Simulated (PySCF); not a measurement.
C2H5NO2Si. Atoms are numbered in the order given.

```xyz
11

O      1.8578     0.3656     1.1032
Si     0.5379     0.7204     0.1657
C     -1.1561     0.1697     0.8137
N     -1.6844    -0.7033     0.0386
C     -0.8747    -1.0039    -1.1262
O      0.3432    -0.2847    -1.1648
H      1.9569    -0.5423     1.4144
H      0.7339     2.1388    -0.1956
H     -1.7082     0.4590     1.7198
H     -0.6741    -2.0910    -1.1350
H     -1.4727    -0.7703    -2.0257
```

The structure is a stationary point at B3LYP-D3(BJ)/def2-SVP. The structure was generated by enumeration; whether it is a known compound was not checked. The values are those of a single conformer.

The numbers are results of PySCF with PBE/def2-TZVP, not measurements.

The molecule is in vacuum.

```yaml
total_energy: -573.63716 hartree
highest_occupied_level: -6.04 eV
lowest_empty_level: -2.18 eV
orbital_gap: 3.85 eV
dipole_moment: 0.92 D
quadrupole, principal values (traceless, Buckingham form, about the centre of nuclear charge): -10.49, 3.01, 7.48 D·Å
mean_static_polarisability: 60.1 bohr³ (8.90 Å³)
polarisability_principal_values: 49.1, 57.0, 74.1 bohr³
```
